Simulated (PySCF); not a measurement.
# O(2+) (oxygen, charge +2): UHF calculation

Configuration: [He] 2s2 2p2, high-spin 3P determinant. All numbers are calculated (PySCF 2.14, scalar relativity by spin-free X2C-1e, in x2c-SVPall (3s2p1d, 14 functions)).

* Total energy: -73.052317 hartree
* One-electron energy: -92.5191 hartree
* Hartree (Coulomb) energy: 26.7947 hartree
* Exchange energy: -7.3278 hartree
* ⟨S²⟩: 2.0045
* ⟨L²⟩: 2.006
* Sum of ⟨r⟩: 4.465 bohr
* Sum of ⟨r²⟩: 5.152 bohr²
* Traceless quadrupole moment −½Σ⟨3z² − r²⟩ along its main axis: 0.487 e·bohr²
* Langevin diamagnetic susceptibility: -4.08 ×10⁻⁶ cm³/mol
* Time after the integrals: 0.03 s of wall time on 1 thread of Intel(R) Xeon(R) 6975P-C (shared host)

| shell | electrons | mean orbital energy (eV) | rms radius, mean of both spins (bohr) |
| --- | --- | --- | --- |
| 1s α | 1 | -607.75 | 0.230 |
| 1s β | 1 | -604.83 | 0.230 |
| 2s α | 1 | -72.066 | 1.14 |
| 2s β | 1 | -61.751 | 1.14 |
| 2p α | 2 | -55.867 | 1.10 |
